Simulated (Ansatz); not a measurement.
C7H9F9O4Si (`CO[Si](OCC(F)(F)F)(OCC(F)(F)F)OCC(F)(F)F`), relaxed with RKS PBE0-D4/def2-TZVP in the Gaussian-basis code of Ansatz from a GFN2-xTB geometry. The force threshold is 0.005 eV/Å; the program also tests the step.

Total charge 0; spin multiplicity 1.

Start:

```xyz
30

C    -0.638   -2.670   -0.234
O     0.248   -1.591   -0.476
Si    0.144   -0.038   -0.087
O    -1.336    0.476   -0.516
C    -2.133    1.506   -0.034
C    -3.036    0.992    1.089
F    -4.021    1.867    1.351
F    -2.385    0.802    2.241
F    -3.620   -0.168    0.779
O     1.377    0.705   -0.856
C     1.778    0.542   -2.175
C     0.673    0.941   -3.152
F     1.171    1.143   -4.383
F     0.062    2.075   -2.794
F    -0.275    0.010   -3.277
O     0.320    0.429    1.463
C     1.444    0.403    2.277
C     2.104   -0.973    2.312
F     2.991   -1.049    3.318
F     1.225   -1.961    2.496
F     2.780   -1.253    1.193
H    -0.551   -2.993    0.804
H    -1.665   -2.373   -0.440
H    -0.341   -3.479   -0.901
H    -2.776    1.850   -0.851
H    -1.546    2.340    0.361
H     2.639    1.197   -2.350
H     2.045   -0.500   -2.380
H     2.199    1.118    1.929
H     1.125    0.651    3.295
```

```csv
step,energy (eV),largest force (eV/Å),largest move (Å)
1,-47903.5200,0.555,0.000
2,-47903.5981,0.270,0.082
3,-47903.6380,0.197,0.102
4,-47903.6727,0.244,0.200
5,-47903.6936,0.201,0.123
6,-47903.7071,0.326,0.134
7,-47903.7176,0.301,0.085
8,-47903.7288,0.261,0.100
9,-47903.7343,0.225,0.093
10,-47903.7376,0.203,0.070
11,-47903.7406,0.091,0.082
14,-47903.7444,0.067,0.049
17,-47903.7458,0.034,0.036
20,-47903.7459,0.004,0.012
23,-47903.7460,0.009,0.008
26,-47903.7461,0.013,0.021
29,-47903.7462,0.016,0.025
32,-47903.7462,0.026,0.025
35,-47903.7464,0.049,0.040
38,-47903.7468,0.060,0.033
41,-47903.7472,0.059,0.032
44,-47903.7477,0.022,0.030
47,-47903.7478,0.026,0.056
50,-47903.7480,0.004,0.023
53,-47903.7480,0.005,0.006
56,-47903.7481,0.010,0.031
59,-47903.7481,0.004,0.004
```

End:

```xyz
30

C    -0.475   -2.876   -0.017
O     0.293   -1.788   -0.499
Si    0.127   -0.246   -0.068
O    -1.440    0.135   -0.244
C    -2.087    1.286    0.203
C    -3.481    0.920    0.665
F    -4.116    2.022    1.085
F    -3.455    0.051    1.679
F    -4.207    0.376   -0.313
O     1.156    0.615   -0.995
C     1.393    0.436   -2.359
C     0.726    1.536   -3.158
F     0.979    1.367   -4.460
F     1.166    2.746   -2.807
F    -0.602    1.533   -2.995
O     0.509    0.143    1.468
C     1.776    0.370    2.003
C     2.314   -0.877    2.674
F     3.510   -0.616    3.215
F     1.509   -1.312    3.644
F     2.469   -1.880    1.802
H    -0.195   -3.117    1.012
H    -1.544   -2.652   -0.058
H    -0.267   -3.739   -0.650
H    -2.184    2.016   -0.605
H    -1.575    1.752    1.050
H     2.467    0.495   -2.555
H     1.021   -0.524   -2.729
H     2.501    0.681    1.245
H     1.710    1.148    2.767
```

It took 2.2 min on 11 threads of an AMD EPYC 7R13 on a shared host and a whole NVIDIA H100 80 GB, with 2 GiB of host memory at the peak.
